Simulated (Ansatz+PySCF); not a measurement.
Two shapes of quintet VH2O(+).

Shape 1:

```xyz
4

V     0.0000    0.0000    0.0000
O     0.0000    0.0000    2.1000
H     0.7750    0.0000    2.6750
H    -0.7750    0.0000    2.6750
```

Shape 2:

```xyz
4

V     0.0000    0.0000    0.0000
O     0.0000    0.0000    2.1840
H     0.7750    0.0000    2.7590
H    -0.7750    0.0000    2.7590
```

Basis set: def2-SVP (spherical functions). Charge 1, multiplicity 5.

Computed with Ansatz (development build ahead of 0.2.0); each method stands on the lowest determinant of its kind that the runs found.

(1) Which shape is lower in energy, and by how much in each method?

Results:

(1)

```csv
method,E(2) − E(1) (eV)
ROHF,-0.002
UHF,-0.002
PBE0 (unrestricted),0.042
r²SCAN (restricted open-shell),0.048
r²SCAN (unrestricted),0.049
```

Shape 1 is lower, bar methods that put the two within 0.005 eV. Caution: other spin multiplicities were not run.
